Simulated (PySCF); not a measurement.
**Electronic absorption of diethylsilane**

Species: diethylsilane, C₄H₁₂Si.
SMILES: `CC[SiH2]CC`

Computed, not measured: TDDFT CAM-B3LYP/def2-SVPD, vertical, gas phase, core orbitals frozen in the response (PySCF 2.14.0, density-fitted response routines). Geometry: PBE0-D3(BJ)/def2-SVP, one conformer, isolated molecule. Torsions of this conformer, `[CH3:1][CH2:2][SiH2:3][CH2:4][CH3:5]`: C1–C2–Si3–C4 180°, C2–Si3–C4–C5 180°.

Problem. What does the calculation give for the low-lying excited states?

Solution. 

| state | λ (nm) | E (eV) | f | symmetry | main configurations (H = HOMO, L = LUMO) |
| --- | --- | --- | --- | --- | --- |
| S1 | 160.6 | 7.72 | 0.0097 | B1 or B2 | H→L (88%) |
| S2 | 156.5 | 7.92 | 0.011 | A1 | H→L+1 (75%), H-1→L (19%) |
| S3 | 150.0 | 8.27 | 0.0015 | – | H-1→L+1 (59%), H→L+3 (17%), H→L+2 (13%) |
| S4 | 149.3 | 8.30 | 0.0024 | A1 | H-1→L (66%), H→L+1 (13%) |
| S5 | 144.7 | 8.57 | 0.046 | B1 or B2 | H-2→L (83%) |
| S6 | 142.8 | 8.68 | 0.0000 | – | H-2→L+1 (80%), H-2→L+7 (8%) |
| S7 | 142.3 | 8.71 | 0.051 | B1 or B2 | H→L+2 (67%), H→L+3 (21%) |
| S8 | 136.7 | 9.07 | 0.234 | A1 | H-1→L+2 (72%), H-1→L+3 (13%), H→L+6 (8%) |
| S9 | 136.2 | 9.10 | 0.391 | B1 or B2 | H→L+3 (47%), H-1→L+1 (22%), H→L+2 (10%) |
| S10 | 133.9 | 9.26 | 0.101 | B1 or B2 | H-2→L+2 (59%), H-2→L+4 (16%), H-1→L+8 (8%) |

Triplets (Tamm–Dancoff): T1 7.53 eV, H→L (76%), H-1→L+1 (14%); T2 7.55 eV, H→L+1 (70%), H-1→L (19%); T3 7.99 eV, H-1→L (58%), H-1→L+3 (13%), H→L+1 (12%); T4 8.00 eV, H-1→L+1 (52%), H→L+3 (18%), H→L+2 (8%).

The lowest singlet comes at 161 nm (745 kJ/mol) in the vacuum ultraviolet; it is weak; its leading configuration is HOMO→LUMO (88%). The strongest level in the table is S9 at 9.10 eV (136 nm, f = 0.391). Löwdin shares by element: HOMO carbon 50% or more, silicon 20% (atoms not listed hold the other 30%); LUMO silicon 28%, carbon 24% or more (atoms not listed hold the other 47%). Orbital energies (eV): HOMO-3 -11.06, HOMO-2 -10.31, HOMO-1 -9.88, HOMO -9.44, LUMO 1.31, LUMO+1 1.43, LUMO+2 1.91. The listed states span 1.54 eV. Of the 10 states listed, 6 reach f = 0.01 and 1 stays under 0.0005. All these states lie below the vertical ionisation energy of 10.16 eV (ΔSCF). Symmetry labels in C2v follow from the direction of the transition dipole and are given only for states with f of 0.002 or more; B1 and B2 swap with the choice of axes. Singlets were solved by full linear response, triplets in the Tamm–Dancoff approximation.
